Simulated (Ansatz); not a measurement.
Steps of a relaxation of C₂H₁₀B₂O₂, SMILES `C[O+]1[BH2-][O+](C)[BH2-]1` with RKS PBE0-D4/def2-TZVP.

```sh
$ ansatz run in.yaml --threads 4 --pin off --events-out ev --progress --plain --max-ram 11315MiB
```

```yaml
crystal:
  periodic: [false, false, false]
  atoms:
    - {symbol: C, position_ang: [-1.686206, -1.311490, -0.758285]}
    - {symbol: O, position_ang: [-0.732403, -0.268112, -0.946244]}
    - {symbol: B, position_ang: [0.782746, -0.528124, -0.699089]}
    - {symbol: O, position_ang: [0.861560, 0.870826, -0.019835]}
    - {symbol: C, position_ang: [1.628569, 1.056652, 1.168017]}
    - {symbol: B, position_ang: [-0.692870, 0.951031, 0.021527]}
    - {symbol: H, position_ang: [-1.492985, -2.103339, -1.507159]}
    - {symbol: H, position_ang: [-1.611995, -1.736418, 0.265542]}
    - {symbol: H, position_ang: [-2.698941, -0.894350, -0.918014]}
    - {symbol: H, position_ang: [0.947973, -1.427501, 0.123187]}
    - {symbol: H, position_ang: [1.427037, -0.586850, -1.735484]}
    - {symbol: H, position_ang: [1.307135, 0.349021, 1.961903]}
    - {symbol: H, position_ang: [1.490291, 2.098127, 1.516423]}
    - {symbol: H, position_ang: [2.695742, 0.888971, 0.926764]}
    - {symbol: H, position_ang: [-1.121125, 0.646183, 1.133261]}
    - {symbol: H, position_ang: [-1.127427, 1.972772, -0.488314]}
basis:
  gaussian: {orbitals: def2-TZVP}
hamiltonian: {xc: pbe0, dispersion: d4}
relax: {f_tol: 0.005, max_steps: 150}
```

Positions (Å) and forces (eV/Å) along the path, 8 of 8 steps:

```xyz
16
step=1 energy=-7679.1024 eV
C    -1.686   -1.311   -0.758   -0.152   -0.176    0.054
O    -0.732   -0.268   -0.946    0.079   -0.041    0.238
B     0.783   -0.528   -0.699   -0.027   -0.020    0.073
O     0.862    0.871   -0.020   -0.126   -0.183    0.120
C     1.629    1.057    1.168    0.116    0.013    0.208
B    -0.693    0.951    0.022    0.007   -0.058    0.056
H    -1.493   -2.103   -1.507   -0.068    0.418    0.364
H    -1.612   -1.736    0.266    0.006    0.260   -0.521
H    -2.699   -0.894   -0.918    0.524   -0.178    0.075
H     0.948   -1.428    0.123   -0.062    0.319   -0.289
H     1.427   -0.587   -1.735   -0.251    0.030    0.395
H     1.307    0.349    1.962    0.127    0.347   -0.451
H     1.490    2.098    1.516    0.045   -0.519   -0.204
H     2.696    0.889    0.927   -0.547    0.076    0.087
H    -1.121    0.646    1.133    0.154    0.103   -0.393
H    -1.127    1.973   -0.488    0.175   -0.393    0.188
16
step=2 energy=-7679.1619 eV
C    -1.675   -1.302   -0.754   -0.029   -0.036    0.015
O    -0.728   -0.263   -0.947    0.070    0.002    0.140
B     0.777   -0.526   -0.692   -0.084    0.111    0.009
O     0.858    0.870   -0.026   -0.094   -0.117    0.043
C     1.617    1.050    1.159    0.021    0.000    0.044
B    -0.689    0.943    0.024    0.093   -0.067   -0.077
H    -1.482   -2.086   -1.493   -0.030    0.111    0.105
H    -1.592   -1.714    0.261   -0.007    0.068   -0.154
H    -2.676   -0.889   -0.909    0.141   -0.061    0.022
H     0.936   -1.413    0.124   -0.025    0.098   -0.077
H     1.416   -0.588   -1.714   -0.056   -0.013    0.113
H     1.291    0.345    1.936    0.045    0.106   -0.124
H     1.478    2.079    1.505    0.022   -0.146   -0.048
H     2.672    0.882    0.921   -0.149    0.025    0.036
H    -1.108    0.637    1.123    0.051    0.021   -0.115
H    -1.120    1.953   -0.475    0.032   -0.101    0.070
16
step=3 energy=-7679.1689 eV
C    -1.670   -1.298   -0.751    0.011    0.015   -0.008
O    -0.726   -0.261   -0.948    0.027    0.019    0.017
B     0.773   -0.521   -0.691   -0.046    0.052    0.017
O     0.856    0.870   -0.029   -0.028   -0.020   -0.015
C     1.612    1.046    1.156   -0.007    0.002   -0.019
B    -0.684    0.940    0.020    0.048   -0.044   -0.029
H    -1.479   -2.080   -1.485    0.003   -0.009   -0.009
H    -1.584   -1.705    0.259    0.004   -0.002    0.014
H    -2.668   -0.889   -0.905   -0.011    0.005   -0.002
H     0.926   -1.399    0.125    0.005   -0.016    0.010
H     1.413   -0.592   -1.705    0.008   -0.008   -0.005
H     1.284    0.344    1.926   -0.007   -0.010    0.007
H     1.475    2.070    1.502   -0.002    0.012    0.004
H     2.663    0.879    0.922    0.012   -0.002   -0.003
H    -1.097    0.628    1.113   -0.009   -0.002    0.017
H    -1.120    1.946   -0.468   -0.008    0.009    0.004
16
step=4 energy=-7679.1693 eV
C    -1.671   -1.297   -0.757    0.009    0.010   -0.001
O    -0.724   -0.259   -0.948   -0.020   -0.021    0.003
B     0.771   -0.522   -0.686    0.000    0.006   -0.006
O     0.855    0.870   -0.030    0.016    0.004    0.024
C     1.615    1.051    1.152   -0.008   -0.002   -0.011
B    -0.683    0.935    0.025    0.002    0.003   -0.008
H    -1.479   -2.077   -1.493    0.002    0.002   -0.004
H    -1.588   -1.706    0.253    0.003    0.003    0.000
H    -2.668   -0.885   -0.912    0.000    0.004   -0.003
H     0.919   -1.398    0.136    0.000   -0.005    0.006
H     1.415   -0.603   -1.696    0.002   -0.004    0.001
H     1.289    0.350    1.925   -0.002   -0.001   -0.004
H     1.476    2.076    1.497   -0.001    0.003   -0.004
H     2.665    0.883    0.916    0.001    0.001   -0.005
H    -1.092    0.618    1.118   -0.001   -0.003    0.007
H    -1.125    1.944   -0.455   -0.003    0.001    0.004
16
step=5 energy=-7679.1695 eV
C    -1.672   -1.295   -0.763    0.004    0.005   -0.001
O    -0.724   -0.259   -0.948   -0.010   -0.012    0.002
B     0.769   -0.525   -0.680    0.015   -0.014   -0.009
O     0.855    0.869   -0.031    0.008    0.002    0.013
C     1.618    1.056    1.149   -0.004   -0.001   -0.005
B    -0.683    0.930    0.030   -0.015    0.016    0.006
H    -1.479   -2.073   -1.502   -0.001    0.002    0.000
H    -1.593   -1.707    0.246   -0.002    0.000   -0.003
H    -2.669   -0.881   -0.921    0.002   -0.001   -0.001
H     0.912   -1.398    0.147   -0.004    0.004    0.001
H     1.418   -0.614   -1.687   -0.003    0.001    0.003
H     1.296    0.356    1.924    0.002    0.003   -0.001
H     1.479    2.082    1.489    0.001   -0.001   -0.002
H     2.668    0.889    0.909   -0.002    0.002    0.000
H    -1.087    0.606    1.124    0.004   -0.003   -0.003
H    -1.131    1.941   -0.442    0.002   -0.004    0.001
16
step=6 energy=-7679.1696 eV
C    -1.675   -1.294   -0.771    0.002    0.003   -0.002
O    -0.723   -0.259   -0.947   -0.009   -0.009    0.002
B     0.768   -0.529   -0.673    0.012   -0.013   -0.005
O     0.854    0.868   -0.030    0.007    0.002    0.010
C     1.622    1.062    1.145   -0.001    0.001   -0.004
B    -0.684    0.926    0.036   -0.012    0.012    0.007
H    -1.480   -2.069   -1.512   -0.001    0.002    0.002
H    -1.601   -1.711    0.236   -0.002    0.000   -0.004
H    -2.669   -0.877   -0.931    0.002   -0.001    0.000
H     0.905   -1.398    0.160   -0.001    0.005   -0.004
H     1.420   -0.625   -1.677   -0.003    0.001    0.003
H     1.305    0.365    1.925    0.002    0.003   -0.001
H     1.482    2.089    1.481    0.001   -0.002   -0.001
H     2.672    0.897    0.900   -0.002    0.001    0.001
H    -1.082    0.594    1.130    0.003    0.001   -0.006
H    -1.136    1.938   -0.428    0.002   -0.004    0.001
16
step=7 energy=-7679.1647 eV rejected
C    -1.685   -1.300   -0.779    0.181    0.072    0.225
O    -0.727   -0.267   -0.938    0.095    0.150   -0.133
B     0.769   -0.530   -0.673   -0.055   -0.013    0.123
O     0.855    0.863   -0.018   -0.047    0.060   -0.203
C     1.632    1.070    1.148   -0.213   -0.209   -0.008
B    -0.684    0.927    0.037    0.029   -0.108    0.075
H    -1.484   -2.072   -1.518   -0.010   -0.036   -0.063
H    -1.609   -1.715    0.230   -0.058   -0.048   -0.021
H    -2.675   -0.878   -0.936   -0.062    0.014   -0.038
H     0.905   -1.396    0.159    0.030   -0.056    0.011
H     1.419   -0.623   -1.677    0.006    0.011   -0.031
H     1.313    0.372    1.927    0.055    0.032    0.045
H     1.486    2.095    1.482    0.018    0.070    0.008
H     2.678    0.901    0.900    0.069    0.020   -0.016
H    -1.082    0.595    1.129   -0.038    0.019    0.049
H    -1.135    1.936   -0.430    0.001    0.023   -0.024
16
step=8 energy=-7679.1696 eV
C    -1.676   -1.294   -0.773   -0.001   -0.001    0.000
O    -0.724   -0.260   -0.945    0.001    0.001    0.001
B     0.768   -0.530   -0.671    0.001   -0.001    0.000
O     0.854    0.867   -0.028   -0.001   -0.001   -0.001
C     1.623    1.063    1.144    0.001    0.000    0.001
B    -0.684    0.925    0.038   -0.001    0.001    0.001
H    -1.481   -2.068   -1.515    0.000    0.000    0.000
H    -1.605   -1.713    0.234    0.001    0.001    0.000
H    -2.670   -0.876   -0.934    0.000    0.000   -0.001
H     0.905   -1.399    0.161    0.000    0.000    0.001
H     1.420   -0.626   -1.676    0.000    0.000    0.000
H     1.309    0.368    1.927   -0.001    0.000   -0.001
H     1.483    2.091    1.480    0.000    0.000   -0.001
H     2.673    0.899    0.899    0.000    0.001    0.000
H    -1.083    0.594    1.132    0.000   -0.001    0.000
H    -1.136    1.937   -0.427    0.000    0.000    0.000
```

Hardware: 4 threads of an Intel Xeon Platinum 8488C on a shared host. Wall time 35 s, peak host memory 0.77 GiB.
